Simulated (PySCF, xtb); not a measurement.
BF2HSe, SMILES FB(F)[SeH]. The values are those of a single conformer.

Harmonic wavenumbers (cm⁻¹) from GFN2-xTB (xtb 6.7.1) at its own minimum, in rising order: 227, 305, 317, 423, 560, 681, 1132, 1313, 2077.

### Question
What does PySCF with PBE0-D3(BJ)/def2-SVP give at its own minimum? (The exact figures need the calculation; the answer reports its results.)

### Answer
257, 325, 339, 555, 632, 733, 1239, 1452, 2473. Paired by order, the mean absolute difference is 108 cm⁻¹ and the zero-point energies are 10.1 and 11.4 kcal/mol.
